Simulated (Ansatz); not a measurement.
`[CH3][GeH]([NH2])[Cl]` → `CCl` + `[NH2][GeH]` at 400 K and 1 bar (germylene formation by 1,1-elimination).

Calculated with Ansatz (gas phase, PBE0-D4/def2-TZVP geometries, no zero-point term in ΔE). CCSD(T)/CBS is the MP2 limit (def2-TZVPP, def2-QZVPP) plus CCSD(T) − MP2 in def2-TZVPP, frozen cores. This one scheme is used for every species. For Ge outer-core shells are correlated without core-valence functions, which leaves a few kJ/mol of doubt a bond. Scalar relativity is left out up to krypton. One conformer a species, not always the lowest.

| species | CCSD(T)/CBS energy (Eh) | H − E (kJ/mol) | S (J/(mol·K)) |
| --- | --- | --- | --- |
| `[CH3][GeH]([NH2])[Cl]` | -2632.32972 | 222.3 | 380.6 |
| `CCl` | -499.63220 | 114.2 | 247.0 |
| `[NH2][GeH]` | -2132.60664 | 102.2 | 275.6 |

H − E and S are ideal-gas, rigid-rotor, harmonic terms from PBE0-D4/def2-TZVP, for one conformer and one mirror image of each species. 1 Eh = 2625.50 kJ/mol, R = 8.31446 J/(mol·K).

Task: By hand: ΔE, ΔH, ΔS and ΔG.

Result: ΔE = (-499.63220) + (-2132.60664) − (-2632.32972) = 0.09088 Eh = 238.6 kJ/mol. Δ(H − E) = 114.2 + 102.2 − 222.3 = -5.9, so ΔH = 232.7 kJ/mol. ΔS = 247.0 + 275.6 − 380.6 = 142.0 J/(mol·K). ΔG = 232.7 − 400 × (142.0)/1000 = 175.9 kJ/mol.

Task: By hand: the equilibrium constant, and the temperature at which ΔG would vanish if ΔH and ΔS stayed fixed.

Result: log₁₀ K = −ΔG/(RT ln 10) = -23.0. ΔG = 0 at ΔH/ΔS = 1639 K.

The number of gas molecules changes by +1, which sets the sign of ΔS. A doubt of 5 kJ/mol in ΔE shifts log₁₀ K by 0.7 here. Other conformers and mirror images would add mixing entropy, several J/(mol·K) or more a flexible species. These are equilibria of isolated gas molecules and say nothing of rates. Largest T1 diagnostic: 0.015 (customary marks: 0.02 for closed shells, 0.045 for open ones).
